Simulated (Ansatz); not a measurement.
Al₃P₄⁻, relaxed as a quintet with UKS r2SCAN-D4/def2-SVPD in Ansatz, starting from the r2SCAN-D4/def2-SVPD geometry of the charge -1 singlet. Force threshold 0.02 eV/Å.

At r2SCAN-D4/def2-SVPD a singlet of charge -1 lies 1.60 eV below the quintet, each at its own geometry. The structure comes from a short search, and lower isomers may exist.

Start:

Cartesian coordinates in Å:
```
Al 0.3001 -1.1954 -1.0784
Al 0.0228 1.6347 -0.0830
Al -0.1226 -0.5126 1.4222
P 0.3576 1.6077 2.1516
P 0.7647 -2.5018 0.7066
P -1.6099 0.1419 -0.8521
P 0.2871 0.8256 -2.2670
```

Question: Estimate the energy that the relaxation releases and the steps that it takes.

Answer: 0.70 eV, in 9 steps; 2.5 min on 4 threads of Arm Neoverse N1 on a shared host. No frequencies were taken in this run, so the end may be a saddle point.

Question: Does the start keep its bonding and symmetry?

Answer: By distances, no bond broke or formed. The bond that changes most is Al3–P5, from 2.29 to 2.41 Å (atoms count from 1). Point group Cs at the start, Cs at the end, both within 0.05 Å.

Question: Predict the relaxed structure.

Answer: 
```xyz
7

Al    0.231   -1.346   -1.163
Al   -0.077    1.790   -0.060
Al   -0.543   -0.562    1.445
P     0.652    1.437    2.068
P     1.018   -2.267    0.764
P    -1.631    0.172   -0.944
P     0.350    0.776   -2.109
```
Bond lengths (bridged metal pairs left out): 9 × Al–P 2.28 to 2.73 Å; 1 × P–P 2.38 Å.
